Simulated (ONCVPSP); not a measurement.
**Configuration tests for K (ONCV)**

```
Element                 : K (Z = 19)
Generator               : ONCVPSP 4.0.1
Type                    : optimised norm-conserving Vanderbilt (ONCV)
Functional              : PBE
Relativity              : scalar-relativistic
Frozen core             : [Ne]
Valence charge          : 9
Reference configuration : 3s2 3p6 4s1
Partial waves           : 3s+4s: rc 2.20 bohr, ncon 4, nbas 7, qcut 4.3 1/bohr, 2 projectors; 3p: rc 1.50 bohr, ncon 4, nbas 9, qcut 5.4 1/bohr, 2 projectors, debl 4 Ha; d scattering state at 0.07 Ha: rc 1.65 bohr, ncon 4, nbas 8, qcut 6.2 1/bohr, 3 projectors, debl 1.2 Ha; f scattering state at 0.02 Ha: rc 2.05 bohr, ncon 3, nbas 6, qcut 4.7 1/bohr, 2 projectors, debl 3.2 Ha
Local potential         : polynomial inside 1.35 bohr (lpopt 2, dvloc0 0 Ha)
Core correction         : Teter function, fcfact 2.25, rcfact 1.35
```

Energies are relative to the spin-unpolarised reference configuration 3s2 3p6 4s1; without spin polarisation the order of configurations can differ from experiment.

```json
{"valence configuration": "3s2 3p6 4s0", "charge": "+1", "ΔE all-electron (eV)": "4.314", "error AE − PS (meV)": "-0.3"}
{"valence configuration": "3s2 3p6 4s0.5", "charge": "+0.5", "ΔE all-electron (eV)": "1.641", "error AE − PS (meV)": "-0.1"}
{"valence configuration": "3s2 3p6 4s0 4p1", "charge": "0", "ΔE all-electron (eV)": "1.553", "error AE − PS (meV)": "0.0"}
```

Q: What are ΔE and the potential's error for 3s2 3p5 4s1?

A: ΔE = 24.930 eV all-electron; the error (AE − PS) is +14 meV.

Levels in the configuration 3s2 3p6 4s0:

```
level  all-electron (eV)  pseudo (eV)
   3s            -41.452      -41.463
   3p            -24.884      -24.887
```

Note: ghosts flagged at negative energy: f at -6646.9 eV; GHOST(+) flags only above 600 eV. A true bound ghost makes a file unfit for plane-wave use.
